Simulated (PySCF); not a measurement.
GeH2OS, SMILES [SH][Ge][OH] (connectivity only; charge and spin as stated), neutral, multiplicity 1. Heavy atoms are numbered as in [Ge:1]([OH:2])[SH:4]. Hydrogens are named by the atom that carries them.

Geometry: B3LYP-D3(BJ)/def2-TZVP. One conformer was computed; it need not be the lowest.

Computed with PBE0/pcSseg-2 run with PySCF.

GIAO shieldings, no solvent; atoms alike by connectivity are averaged. δ = σ(ref) − σ: ⁷³Ge against GeH4 (σ = 1662.5 ppm); ¹⁷O against H2O (σ = 327.8 ppm); ¹H against TMS (σ = 31.54 ppm); ³³S against H2S (σ = 711.3 ppm), references at their B3LYP-D3(BJ)/def2-TZVP geometries, non-relativistic.

| atoms | nucleus | count | δ (ppm) |
|---|---|---|---|
| Ge1 | ⁷³Ge | 1 | [?] |
| O2 (OH) | ¹⁷O | 1 | [?] |
| H on O2 | ¹H | 1 | 6.45 |
| H on S4 | ¹H | 1 | 4.02 |
| S4 (SH) | ³³S | 1 | 374.0 |

### Question
What belongs in the gaps? (Estimate from the structure and the level; the computed values follow.)

### Answer

- Ge1, δ (ppm): 832.0
- O2 (OH), δ (ppm): 227.7
